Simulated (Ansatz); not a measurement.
Born–Oppenheimer molecular dynamics of Cl$_{3}$In (4 atoms, charge 0, multiplicity 1). It starts from a relaxed structure.

Computed with RKS r2SCAN/def2-SVP (Ansatz 0.2.0).

| Item | Value |
| --- | --- |
| ensemble | NVT, Nosé–Hoover chain |
| time step | 1 fs |
| steps asked | 166 |
| set temperature | 300 K |
| thermostat | time constant 100 fs, chain length 3 (defaults) |
| seed | 777784 |

First frame:

```xyz
4
Properties=species:S:1:pos:R:3
In 0.000 0.000 0.000
Cl 0.000 0.000 2.325
Cl 2.013 0.000 -1.163
Cl -2.013 0.000 -1.163
```

**Question.** How far do the bonds stretch over the last three quarters of this one trajectory? (Pairs bonded in most of those frames.)

**Answer.** 
```csv
bond,mean (Å),spread (Å),shortest,longest
In1–Cl2,2.318,0.030,2.27,2.37
In1–Cl3,2.322,0.019,2.29,2.35
In1–Cl4,2.356,0.066,2.24,2.43
```

Mean temperature of the second half: 235 K. The conserved energy stayed within 0.031 meV per atom of its start (net change 0.014 meV per atom), so the integration is sound. The mean temperature of the second half is 22 % below the set value. A run of 0.17 ps of so small a system gives no equilibrium averages.

Run time: 7.5 min on 2 threads of Intel(R) Xeon(R) Platinum 8488C (Sapphire Rapids), on a shared host, peak memory 0.16 GiB.
